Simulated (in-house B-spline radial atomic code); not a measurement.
A calculation on Er⁶⁺ (an excited or competing configuration): its settings, and results tabulated from the run. Computed with a radial B-spline atomic code at the basis-set limit: scalar-relativistic (X2C) PBE, spin-polarised, spherical fractional occupations, Fermi nucleus of rms radius 5.2516 fm.

Command:
```bash
python run_scf.py task.json out
```
Settings (nuclear radius in fm, mass in u):
```
Z                68
configuration    [Kr] 4d9 4f10 5s2 5p4 6p1
hamiltonian      x2c
method           pbe,pbe
spin_polarised   True
nucleus          fermi
rms_radius       5.2516
atomic_mass      165.9303
speed_of_light   137.035999084
```

Output (hartree, bohr):
```
 radial grid: 69 intervals, B-splines of order 8, outer radius 28.6567 bohr

 iter        energy (Eh)    residual
    1      -13005.440721    9.91e-01
    2      -13031.089234    1.59e+00
    3      -13067.213660    3.34e-01
    4      -13068.595758    9.37e-02
    5      -13068.718422    2.78e-02
    6      -13068.726159    2.12e-03
    7      -13068.726206    1.85e-03
    8      -13068.726266    3.04e-05
    9      -13068.726266    1.83e-06
   10      -13068.726266    1.11e-07

 total energy                    -13068.72627
 kinetic                           14434.1695
 electron-nucleus                 -32111.4334
 Hartree                            4886.4578
 exchange-correlation               -277.9202

 orbital      occ     eigenvalue          <r>       <r^2>       <1/r>       r_max
 1s up      1.000     -2106.4370    0.0196194 0.000535422     83.9157     0.01197
 1s down    1.000     -2106.4280    0.0196194 0.000535418      83.916     0.01197
 2s up      1.000      -357.3521    0.0857426  0.00874889     19.4593     0.07309
 2s down    1.000      -357.3223    0.0857394  0.00874823     19.4601     0.07309
 2p up      3.000      -317.3074    0.0762329  0.00711233     16.8542     0.05905
 2p down    3.000      -317.2800    0.0762298   0.0071117     16.8548     0.05905
 3s up      1.000       -83.2931     0.224936    0.057966      7.0004      0.2074
 3s down    1.000       -83.2022     0.224796   0.0578903     7.00533      0.2073
 3p up      3.000       -71.0516     0.223917   0.0582219     6.29308      0.2037
 3p down    3.000       -70.9588     0.223748   0.0581296     6.29777      0.2036
 3d up      5.000       -55.3700     0.203755   0.0487423     5.90026      0.1663
 3d down    5.000       -55.2876     0.203572   0.0486444      5.9043      0.1662
 4s up      1.000       -19.7024     0.505861    0.288968     2.91249      0.4736
 4s down    1.000       -19.4855     0.506089    0.289212      2.9097      0.4736
 4p up      3.000       -15.6338     0.534587    0.325069      2.6124      0.4939
 4p down    3.000       -15.4206     0.534905    0.325434     2.60945       0.494
 4d up      5.000       -10.0911     0.574675    0.382309     2.30597      0.5093
 4d down    4.000        -9.8803     0.575278    0.383136     2.30275      0.5095
 4f up      7.000        -3.9926     0.677309    0.562946     1.84251      0.4934
 4f down    3.000        -3.7864     0.681831    0.572302     1.83536      0.4945
 5s up      1.000        -5.2759      1.14745     1.46986     1.18282       1.063
 5s down    1.000        -5.1054       1.1545       1.489     1.17488       1.066
 5p up      3.000        -4.1568      1.28122     1.83839     1.03128       1.175
 5p down    1.000        -4.0001       1.2936     1.87527     1.02023       1.181
 6p up      1.000        -1.8391      2.63064     7.68023    0.497919       2.551
```

Cost of the run: 0.22 s on 1 thread of Arm Neoverse V1 (shared host).

One-electron X2C: radii and densities carry no picture-change correction, so inner-shell <1/r> comes out high (for 1s by about 2 % at Z = 33, 5 % at 54, 10 % at 75, 30 % at 118) and <r> low.
